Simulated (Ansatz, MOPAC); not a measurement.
Molecule: CH₂BCl₂S, charge 0, multiplicity 2. SMILES: B(Cl)(S[CH2])Cl

Atoms: C1, S2, B3, Cl4, Cl5, H6, H7. Bonds: C1-S2, C1-H6, C1-H7, S2-B3, B3-Cl4, B3-Cl5.

Bond lengths (Å) and angles (degrees) optimised at PM7 with MOPAC; HF/STO-3G with Ansatz (a first-principles code); B3LYP/LANL2DZ with Ansatz, each started from the B3LYP-D3(BJ)/def2-TZVP structure (Ansatz) of the last column. A row stands for all coordinates that are equal there; 8 of 12 kinds are shown. No wavenumbers were computed at HF/STO-3G, B3LYP/LANL2DZ, so these may be saddle points.

```json
[
 {"coordinate": "C1-S2", "PM7": "1.648", "HF/STO-3G": "1.763", "B3LYP/LANL2DZ": "1.794", "B3LYP-D3(BJ)/def2-TZVP": "1.705"},
 {"coordinate": "C1-H6", "PM7": "1.075 to 1.079", "HF/STO-3G": "1.079", "B3LYP/LANL2DZ": "1.082", "B3LYP-D3(BJ)/def2-TZVP": "1.078"},
 {"coordinate": "S2-B3", "PM7": "1.811", "HF/STO-3G": "1.751", "B3LYP/LANL2DZ": "1.830", "B3LYP-D3(BJ)/def2-TZVP": "1.797"},
 {"coordinate": "B3-Cl4", "PM7": "1.730", "HF/STO-3G": "1.786", "B3LYP/LANL2DZ": "1.802", "B3LYP-D3(BJ)/def2-TZVP": "1.753"},
 {"coordinate": "B3-Cl5", "PM7": "1.726", "HF/STO-3G": "1.787", "B3LYP/LANL2DZ": "1.800", "B3LYP-D3(BJ)/def2-TZVP": "1.756"},
 {"coordinate": "C1-S2-B3", "PM7": "109.0", "HF/STO-3G": "104.4", "B3LYP/LANL2DZ": "106.4", "B3LYP-D3(BJ)/def2-TZVP": "107.0"},
 {"coordinate": "S2-B3-Cl4", "PM7": "123.4", "HF/STO-3G": "124.9", "B3LYP/LANL2DZ": "123.6", "B3LYP-D3(BJ)/def2-TZVP": "123.6"},
 {"coordinate": "S2-B3-Cl5", "PM7": "118.1", "HF/STO-3G": "117.7", "B3LYP/LANL2DZ": "117.0", "B3LYP-D3(BJ)/def2-TZVP": "116.2"}
]
```

A range marks coordinates that this level makes unequal.

Mean signed difference of all 6 bond lengths from B3LYP-D3(BJ)/def2-TZVP: PM7 -0.016 Å, HF/STO-3G 0.013 Å, B3LYP/LANL2DZ 0.037 Å.
